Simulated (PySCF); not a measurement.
C$_{4}$H$_{12}$ClNSi, singlet, geometry from GFN2-xTB, atoms displaced at random by about 0.03 Å a coordinate. Base run: TPSS/STO-3G, gradient (PySCF).

The PySCF input:
```python
from pyscf import gto, scf, dft

mol = gto.M(
    atom='''
C     2.056828    0.863896    0.425139
N     1.190355    0.150810   -0.459636
C     1.743421    0.030649   -1.747373
Si   -0.484148   -0.054014   -0.100380
C    -1.602132    1.439312   -0.387376
C    -1.125261   -1.558055   -1.071618
Cl   -0.628091   -0.468693    1.867573
H     1.649772    0.944604    1.469442
H     2.130199    1.969303    0.038621
H     3.052050    0.467059    0.401849
H     1.740266    1.076007   -2.247503
H     1.026726   -0.555692   -2.395957
H     2.671413   -0.382714   -1.770895
H    -2.627997    1.241557   -0.162771
H    -1.556835    1.764415   -1.395198
H    -1.270904    2.307375    0.208624
H    -0.431937   -2.413942   -1.029120
H    -1.302396   -1.295204   -2.128903
H    -2.052467   -1.922866   -0.688334
''',
    basis='sto-3g',
    charge=0,
    spin=0,
    verbose=4,
)

mf = dft.RKS(mol)
mf.xc = 'tpss'
mf.kernel()
g = mf.nuc_grad_method()
grad = g.kernel()
```

The coordinate followed is x of atom 12.

Variants of this job, named by their change:

| change | dE/dx (Eh/bohr) | net force (Eh/bohr) |
|---|---|---|
| base | -0.016417 | 0.000047 |
| finite difference step (bohr) = 0.05; conv_tol = 1e-11 | -0.016373 | - |
| finite difference step (bohr) = 1e-5; conv_tol = 1e-11 | -0.016434 | - |
| grids.level = 5; grid_response = on | -0.016423 | 0.000000 |
| grids.level = 5; grid_response = off | -0.016423 | 0.000014 |
| grids.level = 1; grid_response = off | -0.016409 | 0.000377 |
| density fitting = on | -0.016412 | 0.000047 |
| grids.level = 0; grid_response = on | -0.015727 | 0.000000 |
| conv_tol = 1e-11 | -0.016417 | 0.000047 |
| finite difference step (bohr) = 1e-4; conv_tol = 1e-11 | -0.016434 | - |
| finite difference step (bohr) = 0.01; conv_tol = 1e-11 | -0.016432 | - |
| finite difference step (bohr) = 1e-3; conv_tol = 1e-11 | -0.016434 | - |

The net force is zero for an exact gradient.
